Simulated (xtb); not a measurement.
Here is a job for xtb.
```
$ xtb mol.xyz --gfn 2 --uhf 1 --grad --json

# file mol.xyz
2

O     -0.00000000    -0.00000000    -0.10703614
H      0.00000000     0.00000000     0.85628915
```

**Question.** What does this run give for the dipole moment, partial charges in atom order, total energy?

**Answer.** 
```yaml
dipole_moment: 2.07 D
partial_charges_in_atom_order: O1 -0.33, H2 0.33
total_energy: -4.4284 Eh
```
